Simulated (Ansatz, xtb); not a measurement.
Isomers of CH4NSn+ in order of energy

3 gas-phase structures of CH4NSn+, found in a search over its isomers (lower ones may exist). Each was relaxed with GFN2-xTB:

A. a singlet given by its coordinates
B. `C=[NH+][SnH]`, a singlet
C. a singlet given by its coordinates

C (Å):

```yaml
atoms:
  - { symbol: C, position_ang: [-0.4037, -1.0528, 0.2170] }
  - { symbol: N, position_ang: [0.7924, -0.2177, -0.1121] }
  - { symbol: Sn, position_ang: [1.3190, 0.6946, -1.8363] }
  - { symbol: H, position_ang: [-1.0459, -1.1346, -0.6686] }
  - { symbol: H, position_ang: [-0.9737, -0.5949, 1.0288] }
  - { symbol: H, position_ang: [-0.0929, -2.0540, 0.5249] }
  - { symbol: H, position_ang: [1.3696, -0.1633, 0.7395] }
```

Close contacts (Å): C1–N2 1.50, N2–Sn3 2.02, C1–H4 1.10, C1–H5 1.09, C1–H6 1.09, N2–H7 1.03.

A (Å):

```xyz
7

C     0.3426    1.2234    0.8132
N    -0.2051    0.5613   -0.4319
Sn    1.9507    1.3450   -0.7231
H    -0.2552    2.0958    1.1046
H     0.3908    0.5235    1.6565
H    -0.4495   -0.4174   -0.2779
H    -1.0421    1.0265   -0.7849
```

Close contacts (Å): C1–N2 1.51, C1–Sn3 2.23, N2–Sn3 2.31, C1–H4 1.10, C1–H5 1.10, N2–H6 1.02, N2–H7 1.02.

Problem. Make a reasoned guess at their ranking by r2SCAN-D4/def2-SVP single-point energy.

Solution. Calculated order at r2SCAN-D4/def2-SVP: C (0.0), A (17.5), B (48.0) kJ/mol.

Energies above the lowest of each column, in kJ/mol; the last columns are at PBE0-D3(BJ)/def2-SVP geometries:

```tsv
structure	GFN2-xTB	HF/STO-3G	r2SCAN-D4/def2-SVP	PBE0-D3(BJ)/def2-SVP	CCSD(T)/def2-TZVP
C	0.0	0.0	0.0	0.0	0.0
A	61.1	27.2	17.5	10.1	23.5
B	50.4	126.2	48.0	43.6	46.0
```

Every level run on C puts it lowest or level with the lowest. Flexible structures stand in one conformer each, not always the lowest. Large T1 diagnostics make some coupled-cluster values less sure. Atoms past krypton carry core potentials in the def2 sets, without spin–orbit terms.

Programs: Ansatz 0.2.0, xtb 6.7.1.
